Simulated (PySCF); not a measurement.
TaCl2 at several levels of theory

All levels use the PBE0 minimum (quartet; Ta–Cl 2.306 Å (×2); Cl–Ta–Cl 180.0°), basis [Ta def2-SVP with ECP60, Cl def2-SVP], scalar-relativistic core potentials, density fitting, no spin–orbit coupling, PySCF. For vertical energies the ionised species is a triplet (spins chosen at PBE0 and kept) and the electron-attached one a triplet. Atomisation goes to high-spin ground-configuration atoms, without zero-point energy. Open shells are unrestricted, also as the reference of the correlated levels. A dash marks a value that was not computed or is not defined at that level.

| level | atomisation (kJ/mol) | vertical IP (eV) | vertical EA (eV) | −ε(HOMO) (eV) |
| --- | --- | --- | --- | --- |
| PBE0 | 953 | 8.49 | 1.17 | 6.22 |
| HF | 749 | 8.26 | -0.02 | 9.69 |
| MP2 | – | 8.21 | 1.02 | – |
| PBE | 979 | 8.23 | 1.21 | 4.75 |
| B3LYP | 904 | 8.31 | 1.40 | 5.78 |
| r2SCAN | – | 8.47 | 0.97 | 5.19 |
| TPSSh | 961 | 8.30 | 1.13 | 5.40 |
| r2SCAN0 | – | 8.65 | 1.02 | 6.52 |
| PBEsol | – | 8.25 | 1.21 | 4.73 |

Without diffuse functions attachment energies tend to come out too low.

Other spin states or occupations of the open shell can lie lower. Spin–orbit coupling, left out here, can matter for elements this heavy.
